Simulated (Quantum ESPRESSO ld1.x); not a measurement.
Results of a calculation; reference values are marked as such.
Problem. These are the eigenvalues of the occupied orbitals of an atom or ion with whole-number occupations (eV). Code: ld1.x of Quantum ESPRESSO 7.5. Model: non-relativistic Kohn-Sham, LDA (Slater exchange, Perdew-Wang correlation), spin-polarised, spherical densities, point nucleus.

| orbital | eigenvalue |
|---|---|
| 1s | -2708.29 |

Which element is it, and in what charge state? The configuration may be excited. Open shells, if any, are filled with parallel spins first.

Solution. Z = 15, phosphorus, charge +13: P13+ in [He]. The 1s level, -99.528 hartree, gives Z - s = 14.1 by -(Z - s)^2/2, which with screening narrows Z to a few neighbours, and with so few levels the electron count can be read from the list.
